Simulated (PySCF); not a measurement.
Precursor series W F-NH2. Isolated molecules, 0 K electronic values unless said otherwise. One relaxed conformer stands for each flexible species; it need not be the lowest.

The HOMO from two functionals at the same geometries (BP86-D3(BJ)/def2-SVP), both in PySCF: PBE-D3(BJ)/def2-TZVP and B3LYP-D3(BJ)/def2-TZVP. B3LYP has the VWN-RPA correlation part, as in Gaussian. 

| species | PBE-D3(BJ)/def2-TZVP (eV) |
|---|---|
| 2 of 6 F replaced by NH2 ([W(F)4(NH2)2]) | -7.17 |
| 3 of 6 F replaced by NH2 | -6.97 |
| 5 of 6 F replaced by NH2 ([W(F)(NH2)5]) | -5.25 |
| 6 of 6 F replaced by NH2 | -4.91 |

### Question
What does B3LYP-D3(BJ)/def2-TZVP give for each?

### Answer

- 2 of 6 F replaced by NH2 ([W(F)4(NH2)2]): -8.40
- 3 of 6 F replaced by NH2: -8.16
- 5 of 6 F replaced by NH2 ([W(F)(NH2)5]): -6.33
- 6 of 6 F replaced by NH2: -5.98
Over these rows, drawn at random from the members with no instability flagged (it was tested for open shells, ions and some series alone), PBE minus B3LYP-D3(BJ): mean +1.14 eV, from +1.06 eV to +1.23 eV.
